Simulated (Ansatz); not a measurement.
```xyz
2

B    -0.0263    0.0304   -0.7572
B     0.0341   -0.0266    0.7617
```

Basis set: STO-3G (spherical functions). Correlated methods keep 2 orbitals frozen. Charge 0, multiplicity 3.

Computed with Ansatz (development build ahead of 0.2.0); each method stands on the lowest determinant of its kind that the runs found.

Task: Give the atomization energy at this shape (free ground-state atoms in the same class of orbitals less the molecule, no zero-point energy) of triplet B2 by UHF-MP2, UHF.

Result:

```tsv
method	atomization energy
UHF-MP2	87.45 kcal/mol
UHF	82.97 kcal/mol
```

Caution: the unrestricted determinant is a mixture of spin states.

This basis has no polarisation functions and is too small for such energies, which can lie far from measured ones in either direction.
